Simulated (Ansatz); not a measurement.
Two isomers of Ge2H10Si3: A = `[SiH2]1[SiH2][GeH2][GeH2][SiH2]1`, B = `[SiH2]1[SiH2][GeH2][SiH2][GeH2]1`.

Computed with Ansatz on PBE0-D4/def2-TZVP structures; ΔE is electronic, products minus reactants. CBS: MP2 limit from def2 TZ/QZ plus the TZ coupled-cluster correction, frozen cores. Functionals use def2-TZVPP. B3LYP here is the variant with VWN-RPA as its local correlation; programs differ in this. For Ge outer-core shells are correlated without core-valence functions, which leaves a few kJ/mol of doubt a bond. Scalar relativity is left out up to krypton.

A:

Z-matrix (Å, degrees):
```
Si
Si 1 2.341
Si 1 2.341 2 102.8
H 1 1.491 2 108.8 3 115.2
H 1 1.489 2 113.6 3 -123.3
Ge 2 2.390 1 103.7 3 -43.4
H 2 1.488 1 113.7 3 -166.2
H 2 1.490 1 108.9 3 72.4
Ge 3 2.389 1 103.5 2 44.2
H 3 1.488 1 113.8 2 167.0
H 3 1.490 1 109.0 2 -71.5
H 6 1.539 2 112.0 1 146.7
H 6 1.540 2 110.5 1 -92.6
H 9 1.539 3 112.3 1 -148.9
H 9 1.540 3 110.3 1 90.2
```

B:

Z-matrix (Å, degrees):
```
Si
Ge 1 2.388
Si 1 2.338 2 102.8
H 1 1.488 2 112.9 3 -123.4
H 1 1.490 2 108.9 3 115.6
Si 2 2.395 1 104.9 3 -35.4
H 2 1.541 1 109.2 3 81.6
H 2 1.539 1 112.8 3 -158.2
Ge 3 2.388 1 102.7 2 44.0
H 3 1.490 1 109.1 2 -71.5
H 3 1.488 1 114.1 2 166.6
H 6 1.488 2 110.5 1 132.8
H 6 1.488 2 110.8 1 -106.9
H 9 1.541 3 109.1 1 81.0
H 9 1.539 3 112.9 1 -158.8
```

**Question.** Which isomer does CCSD(T)/CBS put lower? Give the gap. (Best estimate.)

**Answer.** The calculation gave: B, by 0.0 kcal/mol. So small a gap doesn't settle the order.

**Question.** Give E(B) − E(A) in kcal/mol with HF/def2-TZVPP, LDA (SPW92), ωB97M-V, PBE0-D4, B3LYP, MP2/def2-TZVPP, B3LYP-D4. (Best estimate.)

**Answer.** Ansatz gave: HF/def2-TZVPP 0.5, LDA (SPW92) 0.1, ωB97M-V 0.0, PBE0-D4 0.3, B3LYP 0.3, MP2/def2-TZVPP 0.1, B3LYP-D4 0.4. The order is the other way round with HF/def2-TZVPP, PBE0-D4, B3LYP, MP2/def2-TZVPP, B3LYP-D4.

Largest T1 diagnostic: 0.013.

Leaving LDA and LC-ωPBE aside and taking each functional with its dispersion term where it has one, the values, not all of them listed here, spread over 0.4 kcal/mol, from ωB97M-V to BLYP-D4.
